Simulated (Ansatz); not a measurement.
Species: TaF$_{3}$, net charge 0, triplet state. This is an excited triplet: at this geometry the singlet lies 0.33 eV lower at RI-MP2/CBS(def2-TZVPPD,def2-QZVPPD)+[CCSD(T)-MP2]/def2-SVPD. SMILES: [F][Ta]([F])[F]
Structure (B3LYP-D3(BJ)/def2-TZVP (Ansatz, a first-principles code) minimum search):
```xyz
4

Ta     0.0300    -0.0255     0.0389
F      1.7981    -0.2536    -0.5537
F     -1.0364    -0.3936     1.5410
F     -1.0048     0.8538    -1.3026
```
Charge 0, spin multiplicity 3.

Property: vertical singlet-triplet gap (E(singlet) - E(triplet); the singlet is one closed-shell determinant, which may describe it poorly; each state is the SCF solution reached for its spin; for the singlet the Hartree-Fock reference is unstable and T1 is 0.023), in kcal/mol. Correlated levels leave the core frozen unless marked. UHF or UKS for open shells. No spin-orbit coupling. The frozen core is the preceding noble-gas configuration, with the filled d and f shells of earlier blocks. Past Kr the def2 sets carry scalar-relativistic core potentials. CBS(X,Y): correlation extrapolated as X^-3; Hartree-Fock from the larger set. The bracket is a focal-point correction in the basis named.

```
level                                                        program  vertical singlet-triplet gap (kcal/mol)
-----------------------------------------------------------  -------  ---------------------------------------
PBE/def2-TZVPD                                                Ansatz                                     -4.6
r2SCAN/def2-TZVPD                                             Ansatz                                      1.1
B3LYP/def2-TZVPD                                              Ansatz                                     -5.0
PBE0/def2-TZVPD                                               Ansatz                                      0.0
BHLYP/def2-TZVPD                                              Ansatz                                     -0.6
wB97M-V/def2-TZVPD                                            Ansatz                                      ___
wB97X-V/def2-TZVPD                                            Ansatz                                      ___
CCSD/def2-SVPD                                                Ansatz                                     -2.3
RI-MP2/CBS(def2-TZVPPD,def2-QZVPPD)+[CCSD(T)-MP2]/def2-SVPD   Ansatz                                     -7.6
```

Q: Fill in the missing entries.

A: 
- wB97M-V/def2-TZVPD, vertical singlet-triplet gap (kcal/mol): -5.8
- wB97X-V/def2-TZVPD, vertical singlet-triplet gap (kcal/mol): -6.1
